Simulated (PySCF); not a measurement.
MgCl, SMILES [Cl][Mg], multiplicity 2. The structure is a stationary point at PBE-D3(BJ)/def2-TZVPD. The multiplicity is an assumed one; other spin states were not compared.

Method: PBE-D3(BJ)/def2-TZVPD (PySCF).

Harmonic wavenumbers (cm⁻¹): 437. Rotational constants (GHz): 7.064 (linear); symmetry number 1.

### Question
Work out the zero-point energy and the ideal-gas rigid-rotor harmonic-oscillator thermochemistry at 298.15 K and 1 atm.

### Answer
ZPE = ½ Σ hcν = ½ × 437 cm⁻¹ = 2.61 kJ/mol. H − E(el) = 12.01 kJ/mol. Entropy in J/(mol K): translation 159.76, rotation 64.68, vibration 3.50, spin 5.76, total 233.70. G − E(el) = -57.67 kJ/mol. Cp = 34.92 J/(mol K).
